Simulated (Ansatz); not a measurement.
# A relaxation, step by step

SiH$_{2}$Cl$_{2}$O, closed shell, PBE0-D4/def2-TZVP (Ansatz 0.2.0). Settings:

```yaml
hamiltonian: {xc: pbe0, dispersion: d4}
relax: {f_tol: 0.005, max_steps: 200}
```

Start, a step off a saddle point along its unstable mode:

Si1  (1.025, 0.554, 0.059)
O2  (-0.222, -0.871, -0.335)
H3  (-0.845, -0.179, -0.439)
Cl4  (-0.975, 1.559, -0.229)
Cl5  (0.995, 0.226, 2.128)
H6  (0.022, -1.288, -1.184)
(Å)

```tsv
step	energy less the last (meV)	largest force component (eV/Å)
1	597.3	3.707
3	187.1	1.049
5	86.2	0.397
7 (rejected trial)	86.4	0.421
9	68.0	0.046
11	64.9	0.068
13 (rejected trial)	64.2	0.525
15	57.2	0.101
17	48.3	0.361
19	24.6	0.194
21	16.3	0.320
23	8.7	0.069
25	1.2	0.012
27 (rejected trial)	2.2	0.226
29	0.0	0.002
31	0.0	0.007
32	0.0	0.001
```

Step 15, positions (Å) and forces (eV/Å):

```json
{"atom": "Si1", "x": "1.060", "y": "0.707", "z": "0.073", "Fx": "-0.034", "Fy": "0.009", "Fz": "0.017"}
{"atom": "O2", "x": "-0.083", "y": "-0.983", "z": "-0.418", "Fx": "-0.070", "Fy": "-0.004", "Fz": "-0.079"}
{"atom": "H3", "x": "-0.997", "y": "-0.792", "z": "-0.150", "Fx": "0.101", "Fy": "-0.031", "Fz": "-0.017"}
{"atom": "Cl4", "x": "-0.687", "y": "1.910", "z": "-0.246", "Fx": "0.024", "Fy": "0.002", "Fz": "-0.013"}
{"atom": "Cl5", "x": "0.797", "y": "0.262", "z": "2.118", "Fx": "0.004", "Fy": "0.003", "Fz": "0.007"}
{"atom": "H6", "x": "-0.089", "y": "-1.104", "z": "-1.378", "Fx": "-0.025", "Fy": "0.020", "Fz": "0.085"}
```

Step 19, positions (Å) and forces (eV/Å):

| atom | x | y | z | Fx | Fy | Fz |
| --- | --- | --- | --- | --- | --- | --- |
| Si1 | 1.099 | 0.706 | 0.096 | 0.024 | 0.082 | -0.066 |
| O2 | 0.010 | -0.961 | -0.525 | 0.004 | -0.140 | 0.194 |
| H3 | -0.683 | -1.100 | 0.140 | 0.050 | 0.006 | -0.048 |
| Cl4 | -0.552 | 1.956 | -0.430 | 0.006 | 0.025 | -0.021 |
| Cl5 | 0.550 | 0.227 | 2.095 | -0.037 | -0.063 | -0.007 |
| H6 | -0.424 | -0.828 | -1.376 | -0.047 | 0.088 | -0.051 |

Step 29, positions (Å) and forces (eV/Å):

| atom | x | y | z | Fx | Fy | Fz |
| --- | --- | --- | --- | --- | --- | --- |
| Si1 | 1.121 | 0.686 | 0.116 | 0.001 | -0.001 | 0.000 |
| O2 | 0.034 | -0.944 | -0.621 | -0.001 | 0.001 | 0.000 |
| H3 | -0.350 | -1.349 | 0.172 | 0.002 | -0.002 | 0.000 |
| Cl4 | -0.450 | 1.949 | -0.613 | 0.000 | 0.000 | -0.001 |
| Cl5 | 0.346 | 0.202 | 2.055 | 0.000 | 0.000 | 0.001 |
| H6 | -0.701 | -0.544 | -1.110 | -0.001 | 0.001 | 0.000 |

Last step (32):

Si1  (1.121, 0.685, 0.118)
O2  (0.034, -0.941, -0.624)
H3  (-0.340, -1.360, 0.167)
Cl4  (-0.446, 1.949, -0.618)
Cl5  (0.340, 0.204, 2.055)
H6  (-0.709, -0.537, -1.098)
(Å)

The run took about 96 s on 2 CPU threads of an Arm Neoverse V2 (shared host).
